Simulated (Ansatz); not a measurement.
Task: Name a neutral molecule of C, Ga and H with HOMO–LUMO gap (PBE/def2-TZVPP) between 3.65 and 3.95 eV and LUMO energy (PBE/def2-TZVPP) between -1.60 and -1.30 eV (Ansatz, PBE0-D4/def2-TZVP geometry).

Result: `C[CH](C)[Ga]([CH](C)C)[CH](C)C` (3.80 eV, -1.50 eV). Other molecules can fit too; these were computed, each in one conformer that needn't be the lowest.
